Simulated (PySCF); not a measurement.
**Bonding in `O[B-](O)(O)O`**

Compound: BH4O4 (charge -1).
SMILES with atom numbers: `[OH:1][B-:2]([OH:3])([OH:4])[OH:5]` (hydrogens: H6 on O1; H7 on O3; H8 on O4; H9 on O5)

Cartesian coordinates in Å at the PBE0-D3(BJ)/def2-TZVP level; atoms count from 1:
```
atom  x, y, z in Å
O1    -0.143    1.432   -0.334
B2     0.005   -0.002   -0.003
O3     1.307   -0.594   -0.383
O4    -1.036   -0.727   -0.763
O5    -0.107   -0.117    1.467
H6     0.277    1.904    0.386
H7     1.219   -0.830   -1.307
H8    -1.791   -0.139   -0.786
H9     0.324   -0.944    1.690
```

Bond orders from the PBE0/pcSseg-2 density (PySCF). Geometry: PBE0-D3(BJ)/def2-TZVP; no solvent, vibrations or thermal averaging. The pcSseg-2 basis has no diffuse functions, a weakness for an anion.

(1) Where do the orders between heavy atoms depart from those drawn in the SMILES?

(2) Give the Mayer order of every bond, beside its length.

(3) Sum the orders of all bonds at each heavy atom with more than one neighbour and set the sums beside the valence in the SMILES.

Answers

(1) The largest departure is 0.078, at B2–O3 (drawn single, 0.922), O1–B2 (drawn single, 0.923), B2–O4 (drawn single, 0.923) and B2–O5 (drawn single, 0.923).

(2) 
```
 bond  drawn as  length (Å)  Mayer order
O1–B2    single       1.479        0.923
B2–O3    single       1.480        0.922
B2–O4    single       1.479        0.923
B2–O5    single       1.479        0.923
O1–H6    single       0.958        1.031
O3–H7    single       0.958        1.031
O4–H8    single       0.958        1.031
O5–H9    single       0.958        1.031
```

(3) O1 1.954 (drawn 2), B2 3.691 (drawn 4), O3 1.953 (drawn 2), O4 1.954 (drawn 2), O5 1.954 (drawn 2). Orders between atoms that aren't bonded are not in these sums.

The Mayer order sums products of elements of PS (density times overlap matrix) between the two atoms' basis functions, so it depends on the basis set.
